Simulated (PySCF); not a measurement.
H3OSi, SMILES [SiH2]=[OH+], charge +1.

Coordinates come from a r2SCAN-D4/def2-TZVP optimisation. The isomer is the one that the SMILES or the coordinates give; other isomers of the formula were not compared.

Two levels are set side by side: PBE/def2-TZVPD (PySCF) and M06-2X/def2-TZVPD (PySCF). Same geometry, gas phase. Differences are taken from unrounded values.

| quantity | PBE |
|---|---|
| orbital gap (eV) | 5.42 |
| highest occupied level (eV) | -15.25 |
| lowest empty level (eV) | -9.83 |
| mean polarisability (bohr³) | 24.4 |

### Question
These are the PBE values. What does M06-2X give? (An estimate is asked for; the answer gives what the named calculation found.)

### Answer

```csv
quantity,M06-2X,PBE minus M06-2X
orbital gap (eV),10.22,-4.80
highest occupied level (eV),-18.16,2.92
lowest empty level (eV),-7.94,-1.89
mean polarisability (bohr³),22.9,1.5
```

Without exact exchange PBE keeps part of each electron's self-repulsion, which lifts occupied levels and narrows the gap. Loosely held outer electrons make PBE densities more polarisable. Differences between two approximate levels are no errors against the true value.

Rough cost on one machine, each run with all the roots and properties that it gave: M06-2X against PBE about 3 times.
